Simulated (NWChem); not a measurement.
System: GeHI, singlet; SMILES [GeH][I]

Input file for NWChem:

```
start job
memory heap 200 mb stack 900 mb global 1100 mb
geometry units angstroms noautoz
  Ge     0.009320    -1.574646     0.000000
  H     -1.587125    -1.658784     0.000000
  I      0.003659     0.975864     0.000000
end
basis spherical
  * library def2-svp
end
ecp
  I library def2-ecp
end
dft
  xc xwpbe 1.00 cpbe96 1.0 hfexch 1.00
  cam 0.2 cam_alpha 0.0 cam_beta 1.0
  iterations 150
  vectors input atomic output neutral.movecs
end
task dft energy
charge 1
dft
  odft
  mult 2
  vectors input atomic output cation.movecs
end
task dft energy
```

Excerpt of the output:

```
             Northwest Computational Chemistry Package (NWChem) 7.3.0
             --------------------------------------------------------

 CS  symmetry detected

                             Geometry "geometry" -> ""
                             -------------------------

 Output coordinates in angstroms (scale by  1.889725989 to convert to a.u.)

  No.       Tag          Charge          X              Y              Z
 ---- ---------------- ---------- -------------- -------------- --------------
    1 Ge                  32.0000     0.03255573    -1.57066500     0.00000000
    2 H                    1.0000    -1.56329095    -1.66547644     0.00000000
    3 I                   53.0000     0.00983976     0.97975012     0.00000000

 Effective nuclear repulsion energy (a.u.)     371.5888276460

      Symmetry information
      --------------------

 Group name             Cs
 Group number              2
 Group order               2
 No. of unique centers     3

 Summary of "ao basis" -> "ao basis" (spherical)
 ------------------------------------------------------------------------------
       Tag                 Description            Shells   Functions and Types
 ---------------- ------------------------------  ------  ---------------------
 Ge                         def2-svp                12       32   5s4p3d
 H                          def2-svp                 3        5   2s1p
 I                          def2-svp                10       26   4s4p2d

      Symmetry analysis of basis
      --------------------------

        a'         44
        a"         19

            General Information
            -------------------
          SCF calculation type: DFT
          Wavefunction type:  closed shell.
          No. of atoms     :     3
          No. of electrons :    58
           Alpha electrons :    29
            Beta electrons :    29
          Charge           :     0
          Spin multiplicity:     1
          Use of symmetry is: on ; symmetry adaption is: on
          Maximum number of iterations: 150
          AO basis - number of functions:    63
                     number of shells:    25
          Convergence on energy requested:  1.00D-06
          Convergence on density requested:  1.00D-05
          Convergence on gradient requested:  5.00D-04

              XC Information
              --------------
                     Hartree-Fock (Exact) Exchange  1.000
                     LC-wPBE(h)Exchange Functional  1.000
            Perdew 1991 LDA Correlation Functional  1.000 local
           PerdewBurkeErnz. Correlation Functional  1.000 non-local

           Range-Separation Parameters
           ---------------------------
           Alpha           :  0.00
           Beta            :  1.00
           Gamma           :  0.20
           Short-Range HF  :     F

             Grid Information
             ----------------
          Grid used for XC integration:  medium
          Radial quadrature: Mura-Knowles
          Angular quadrature: Lebedev.
          Tag              B.-S. Rad. Rad. Pts. Rad. Cut. Ang. Pts.
          ---              ---------- --------- --------- ---------
          Ge                  1.25      112           9.0       590
          H                   0.35       45          10.0       434
          I                   1.40      123          10.0       590
          Grid pruning is: on
          Number of quadrature shells:   280
          Spatial weights used:  Erf1

      Superposition of Atomic Density Guess
      -------------------------------------

 Sum of atomic energies:       -2422.66988925

      Non-variational initial energy
      ------------------------------

 Total energy =   -2372.298290
 1-e energy   =   -3773.946814
 2-e energy   =    1220.774784
 HOMO         =      -0.234517
 LUMO         =      -0.069879

      Symmetry analysis of molecular orbitals - initial
      -------------------------------------------------

  Numbering of irreducible representations:

     1 a'          2 a"

  Orbital symmetries:

     1 a'          2 a'          3 a'          4 a'          5 a"
     6 a'          7 a'          8 a'          9 a'         10 a"
    11 a'         12 a'         13 a"         14 a'         15 a'
    16 a"         17 a'         18 a"         19 a'         20 a'
    21 a'         22 a"         23 a"         24 a'         25 a'
    26 a'         27 a"         28 a'         29 a'         30 a"
    31 a'         32 a'         33 a'         34 a'         35 a'
    36 a'         37 a"         38 a'         39 a"

   convergence    iter        energy       DeltaE   RMS-Dens  Diis-err
 ---------------- ----- ----------------- --------- --------- ---------
 d= 0,ls=0.0,diis     1  -2374.7097657142 -2.56D+03  1.50D-02  2.65D-01
 d= 0,ls=0.0,diis     2  -2374.7361392345 -2.64D-02  6.35D-03  1.01D-01
 d= 0,ls=0.0,diis     3  -2374.7524258626 -1.63D-02  1.57D-03  6.92D-03
 d= 0,ls=0.0,diis     4  -2374.7534171251 -9.91D-04  2.87D-04  1.36D-03
 d= 0,ls=0.0,diis     5  -2374.7534922085 -7.51D-05  8.98D-05  3.64D-05
  Resetting Diis
 d= 0,ls=0.0,diis     6  -2374.7534946645 -2.46D-06  2.72D-05  2.03D-06
 d= 0,ls=0.0,diis     7  -2374.7534950563 -3.92D-07  1.12D-05  7.56D-08
 d= 0,ls=0.0,diis     8  -2374.7534950925 -3.62D-08  3.76D-06  2.17D-08

         Total DFT energy =    -2374.753495092468
      One electron energy =    -3773.149513060383
           Coulomb energy =     1318.813401738879
    Exchange-Corr. energy =     -101.291123847602
 Nuclear repulsion energy =      180.873740076637

 Numeric. integr. density =       58.000001886419

                  Occupations of the irreducible representations
                  ----------------------------------------------

                     irrep           alpha         beta
                     --------     --------     --------
                     a'               21.0         21.0
                     a"                8.0          8.0

                       DFT Final Molecular Orbital Analysis
                       ------------------------------------

 Vector   27  Occ=2.000000D+00  E=-3.486415D-01  Symmetry=a'
              MO Center=  1.1D-01,  7.5D-03,  1.6D-14, r^2= 3.8D+00
   Bfn.  Coefficient  Atom+Function         Bfn.  Coefficient  Atom+Function
  ----- ------------  ---------------      ----- ------------  ---------------
    48      0.383545  3 I  px                49      0.335230  3 I  py
    51      0.328542  3 I  px                 4      0.305190  1 Ge s
    52      0.256615  3 I  py                13     -0.200698  1 Ge py
     3     -0.171193  1 Ge s                  5      0.160875  1 Ge s
    45     -0.156074  3 I  px                16     -0.144995  1 Ge py

 Vector   28  Occ=2.000000D+00  E=-3.455985D-01  Symmetry=a"
              MO Center=  1.0D-02,  7.1D-01, -1.1D-14, r^2= 2.4D+00
   Bfn.  Coefficient  Atom+Function         Bfn.  Coefficient  Atom+Function
  ----- ------------  ---------------      ----- ------------  ---------------
    50      0.577459  3 I  pz                53      0.502100  3 I  pz
    47     -0.234816  3 I  pz                44     -0.190374  3 I  pz
    14      0.135885  1 Ge pz                17      0.132243  1 Ge pz
    11     -0.076713  1 Ge pz                29      0.045379  1 Ge d -1
    60     -0.032336  3 I  d -1              19     -0.027404  1 Ge d -1

 Vector   29  Occ=2.000000D+00  E=-3.032098D-01  Symmetry=a'
              MO Center= -8.4D-02, -3.1D-01,  3.4D-15, r^2= 4.3D+00
   Bfn.  Coefficient  Atom+Function         Bfn.  Coefficient  Atom+Function
  ----- ------------  ---------------      ----- ------------  ---------------
    48      0.447504  3 I  px                51      0.419108  3 I  px
     4     -0.321079  1 Ge s                 33      0.237772  2 H  s
    12     -0.231694  1 Ge px                 5     -0.215887  1 Ge s
    34      0.207111  2 H  s                 45     -0.180909  3 I  px
     3      0.177598  1 Ge s                 15     -0.177824  1 Ge px

 Vector   30  Occ=0.000000D+00  E=-6.276657D-02  Symmetry=a"
              MO Center=  6.5D-03, -1.3D+00, -9.2D-15, r^2= 3.4D+00
   Bfn.  Coefficient  Atom+Function         Bfn.  Coefficient  Atom+Function
  ----- ------------  ---------------      ----- ------------  ---------------
    17      0.644541  1 Ge pz                14      0.469686  1 Ge pz
    53     -0.270264  3 I  pz                11     -0.257837  1 Ge pz
    50     -0.217992  3 I  pz                47      0.088567  3 I  pz
     8      0.083477  1 Ge pz                44      0.070963  3 I  pz
    60     -0.054876  3 I  d -1              55      0.040178  3 I  d -1

 Vector   31  Occ=0.000000D+00  E= 2.370136D-02  Symmetry=a'
              MO Center=  5.4D-03, -9.2D-01, -4.2D-15, r^2= 5.0D+00
   Bfn.  Coefficient  Atom+Function         Bfn.  Coefficient  Atom+Function
  ----- ------------  ---------------      ----- ------------  ---------------
    16      0.905882  1 Ge py                52      0.711507  3 I  py
    41     -0.420184  3 I  s                 13      0.408592  1 Ge py
     4      0.327000  1 Ge s                 49      0.300488  3 I  py
    40     -0.249094  3 I  s                 10     -0.220565  1 Ge py
     5      0.186507  1 Ge s                  3     -0.143574  1 Ge s

 Vector   32  Occ=0.000000D+00  E= 1.017754D-01  Symmetry=a'
              MO Center= -2.6D-01, -1.5D+00, -1.1D-14, r^2= 4.2D+00
   Bfn.  Coefficient  Atom+Function         Bfn.  Coefficient  Atom+Function
  ----- ------------  ---------------      ----- ------------  ---------------
    34      1.401206  2 H  s                 15      1.184683  1 Ge px
     4     -0.600322  1 Ge s                  5     -0.470681  1 Ge s
    12      0.301084  1 Ge px                33      0.250686  2 H  s
     3      0.224092  1 Ge s                 51     -0.170990  3 I  px
     9     -0.159143  1 Ge px                41      0.154980  3 I  s

[...]
```

Level: LC-wPBE (HJS exchange hole, range parameter 0.2 per bohr)/def2-SVP with def2 effective core potentials on I, vertical spin-unrestricted ions. Low-valent species are run as closed-shell singlets; no triplet was tried in these runs. Coordinates come from a PBE0/def2-SVP optimisation. def2 effective core potentials on I; no spin-orbit coupling.
